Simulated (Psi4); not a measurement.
C$_{2}$H$_{6}$Be, charge +1, doublet, at a GFN2-xTB geometry (such geometries of metal compounds can be far from the true shape) (a state made from the parent by changing its charge; the spin is typed, not shown lowest), atoms displaced at random by about 0.03 Å a coordinate; B3LYP/STO-3G, gradient (Psi4).

The Psi4 input:
```
memory 2 GB

molecule mol {
1 2
  Be   -0.007788    0.010747   -0.009713
  C     1.338553    0.217841   -1.066994
  H     1.945033   -0.774837   -0.998376
  H     1.882526    1.065365   -0.889326
  H     0.977835    0.224892   -2.087873
  C    -1.323923   -0.169001    1.037831
  H    -1.829196   -1.142813    0.880231
  H    -2.003496    0.634440    0.956297
  H    -1.019184   -0.140959    2.115147
symmetry c1
no_reorient
no_com
}

set basis sto-3g
set reference uks

gradient('b3lyp')
print_variables()
```

It wrote (shortened):

```
gradient() will perform analytic gradient computation.

   => Loading Basis Set <=

    Name: STO-3G
    Role: ORBITAL
    Keyword: BASIS

         ---------------------------------------------------------
                                   SCF
               by Justin Turney, Rob Parrish, Andy Simmonett
                          and Daniel G. A. Smith
                              UKS Reference
         ---------------------------------------------------------

  ==> Geometry <==

    Molecular point group: c1
    Full point group: C1

    Geometry (in Angstrom), charge = 1, multiplicity = 2:

       Center              X                  Y                   Z               Mass
    ------------   -----------------  -----------------  -----------------  -----------------
         BE          -0.007788000000     0.010747000000    -0.009713000000     9.012183065000
         C            1.338553000000     0.217841000000    -1.066994000000    12.000000000000
         H            1.945033000000    -0.774837000000    -0.998376000000     1.007825032230
         H            1.882526000000     1.065365000000    -0.889326000000     1.007825032230
         H            0.977835000000     0.224892000000    -2.087873000000     1.007825032230
         C           -1.323923000000    -0.169001000000     1.037831000000    12.000000000000
         H           -1.829196000000    -1.142813000000     0.880231000000     1.007825032230
         H           -2.003496000000     0.634440000000     0.956297000000     1.007825032230
         H           -1.019184000000    -0.140959000000     2.115147000000     1.007825032230

  Running in c1 symmetry.

  Rotational constants: A =      2.65990  B =      0.16953  C =      0.16888 [cm^-1]
  Rotational constants: A =  79741.73061  B =   5082.48177  C =   5062.95566 [MHz]
  Nuclear repulsion =   51.093546061985975

  Charge       = 1
  Multiplicity = 2
  Electrons    = 21
  Nalpha       = 11
  Nbeta        = 10

  ==> Algorithm <==

  SCF Algorithm Type is DF.
  DIIS enabled.
  MOM disabled.
  Fractional occupation disabled.
  Guess Type is SAD.
  Energy threshold   = 1.00e-08
  Density threshold  = 1.00e-08
  Integral threshold = 1.00e-12

  ==> Primary Basis <==

  Basis Set: STO-3G
    Blend: STO-3G
    Number of shells: 15
    Number of basis functions: 21
    Number of Cartesian functions: 21
    Spherical Harmonics?: true
    Max angular momentum: 1

  ==> DFT Potential <==

   => LibXC <=

    Version 7.1.2
[...]
  @DF-UKS Final Energy:   -93.08496560271045
    Total Energy =                        -93.0849656027104544
[...]

    Version 7.1.2
    S. Lehtola, C. Steigemann, M. J. T. Oliveira, and M. A. L. Marques,  SoftwareX 7, 1–5 (2018) (10.1016/j.softx.2017.11.002)

   => Composite Functional: B3LYP <=

    B3LYP Hyb-GGA Exchange-Correlation Functional

    P. J. Stephens, F. J. Devlin, C. F. Chabalowski, and M. J. Frisch,  J. Phys. Chem. 98, 11623 (1994) (10.1021/j100096a001)

    Deriv               =              1
    GGA                 =           TRUE
    Meta                =          FALSE

    Exchange Hybrid     =           TRUE
    MP2 Hybrid          =          FALSE

   => Exchange Functionals <=

    0.0800   Slater exchange
    0.7200         Becke 88

   => Exact (HF) Exchange <=

    0.2000               HF

   => Correlation Functionals <=

    0.1900   Vosko, Wilk & Nusair (VWN5_RPA)
    0.8100   Lee, Yang & Parr

   => LibXC Density Thresholds  <==

    XC_HYB_GGA_XC_B3LYP:  1.00E-15

   => Molecular Quadrature <=

    Radial Scheme          =       TREUTLER
    Pruning Scheme         =           NONE
    Nuclear Scheme         =       TREUTLER

    Blocking Scheme        =         OCTREE
    BS radius alpha        =              1
    Pruning alpha          =              1
    Radial Points          =             75
    Spherical Points       =            302
    Total Points           =         194054
    Total Blocks           =           1477
    Max Points             =            256
    Max Functions          =             20
    Weights Tolerance      =       1.00E-15

  -Total Gradient:
     Atom            X                  Y                   Z
    ------   -----------------  -----------------  -----------------
       1       -0.003792529884     0.002522606936     0.000445491176
       2       -0.005940748196     0.097685281480     0.028961592919
       3        0.016425888337    -0.027058373644    -0.013373031884
       4       -0.041838100457    -0.067582403461    -0.025160000169
       5        0.020430746607    -0.005745535341     0.019650178721
       6        0.003580463728     0.032401544544    -0.049560754124
       7       -0.003280441683     0.003582623927     0.011965148145
       8        0.028811704552    -0.037696690206     0.018580810773
       9       -0.014397044011     0.001890187825     0.008488613152

  Variable Map:
  ----------------------------------------------------------------------------
[...]
  Array Variable Map:
  ----------------------------------------------------------------------------
[...]
[...]
```
